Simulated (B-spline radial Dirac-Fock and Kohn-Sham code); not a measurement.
# The S-like isoelectronic sequence (16 electrons), Z = 69 to 78

Model: Dirac-Fock (average of configuration) total-energy differences with a finite nucleus, the Breit interaction including its frequency dependence, and self-energy and vacuum-polarisation corrections. Program: a radial finite-basis atomic code. Binding energies in eV, tabulated ground configurations ([Ne] 3s2 3p4 throughout). No correlation.

```tsv
ion	1s	2s	2p1/2	3s	outermost level	NIST ionisation energy
Tm⁵³⁺	63300.9	13866.0	13400.4	5467.1	5126.5 (3p)	5044 ± 5
Yb⁵⁴⁺	65371.5	14363.2	13887.4	5669.4	5313.0 (3p)	5224 ± 5
Lu⁵⁵⁺	?	?	?	?	?	?
Hf⁵⁶⁺	69637.6	15390.9	14894.4	6087.1	5696.8 (3p)	5595 ± 5
Ta⁵⁷⁺	71833.9	15921.8	15414.6	6302.7	5894.2 (3p)	5785 ± 6
W⁵⁸⁺	74073.3	16464.3	15946.3	6522.8	6095.3 (3p)	5970 ± 5
Re⁵⁹⁺	76356.4	17018.7	16489.7	6747.6	6300.2 (3p)	6176 ± 7
Os⁶⁰⁺	78683.5	17585.0	17045.0	6977.0	6508.9 (3p)	6376 ± 10
Ir⁶¹⁺	81056.2	18163.8	17612.3	7211.2	6721.3 (3p)	6580 ± 12
Pt⁶²⁺	83474.4	18754.9	18192.0	7450.2	6937.6 (3p)	6787 ± 15
```

Q: Fill in the row of Lu⁵⁵⁺.

A: 1s 67483.4, 2s 14871.4, 2p1/2 14385.4, 3s 5876.0, outermost 5503.0 (3p), NIST 5408 ± 5 eV.

NIST's values are for the lowest levels; a dash marks a value that is missing or belongs to another shell. Their kind here: semi-empirical, theoretical. Where a p, d or f shell is open in either ion the computed value averages over both j values and all terms, while the table refers to the lowest levels; that difference holds spin-orbit splitting (largest in heavy or highly charged ions), term energies where several electrons share open shells, and correlation, and it can reach 10 % or more.
